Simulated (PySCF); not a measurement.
**Steps of a relaxation of [Bi(SH)2]+**

[Bi(SH)2]+ (singlet). PySCF 2.14.0, RKS BP86, Bi def2-SVP with ECP60, S def2-SVP, H def2-SVP; non-relativistic Hamiltonian with scalar-relativistic core potentials where named; density fitting; no spin-orbit coupling. Origin of the start: displaced along the imaginary mode. Columns: position (Å) and force (eV/Å). Energies are counted from the last step; some of the 16 steps are shown. Forces carry noise of the integration grid, about 0.01 to 0.03 eV/Å.

Run from Python with OMP_NUM_THREADS=2. Where DIIS fails, smearing, a level shift and second-order steps follow.
It took 26 s on 2 threads of Arm Neoverse V2, with other jobs on the host, from the converged density of the start.

```xyz
5
step 0  E = 2.616 eV
Bi    0.0000    0.0033    0.0007     0.00    2.95    0.21
S     0.0000   -0.0741    2.4625     0.00   -0.41    2.48
H     0.0000    1.3559    2.5119     0.00   -1.09   -0.55
S     0.0000    0.0487   -2.4516     0.00   -1.84   -1.70
H     0.0000   -1.2252   -2.9946     0.00    0.41   -0.44
```

```xyz
5
step 5  E = 0.567 eV
Bi    0.0000    0.9971   -0.1511     0.00   -0.44    0.03
S     0.0000   -0.2885    2.1056     0.00    0.93   -0.62
H     0.0000    0.9944    2.6942     0.00   -0.79   -0.27
S     0.0000   -0.0995   -2.4842     0.00   -0.30    0.30
H     0.0000   -1.4951   -2.6357     0.00    0.60    0.56
```

```xyz
5
step 10  E = 0.032 eV
Bi    0.0000    1.3621   -0.3051     0.00    0.29   -0.22
S     0.0000   -0.3557    1.4608     0.00   -0.60   -0.08
H     0.0000    0.5791    2.4363     0.00    0.30    0.41
S     0.0000   -0.1021   -2.3113     0.00   -0.46   -0.08
H     0.0000   -1.3750   -1.7518     0.00    0.47   -0.02
```

Question: Where does the relaxation end?

Answer: It converges at step 15 in Cs:
```xyz
5
step 15  E = 0
Bi    0.0000    1.3929   -0.3567
S     0.0000   -0.3732    1.4091
H     0.0000    0.5278    2.4427
S     0.0000   -0.1303   -2.3330
H     0.0000   -1.3087   -1.6332
```

Question: How did the contacts change?

Answer: 
```tsv
contact	start (Å)	end (Å)
Bi1–S2 (SH)	2.463	2.497
Bi1–S4 (SH)	2.453	2.495
```
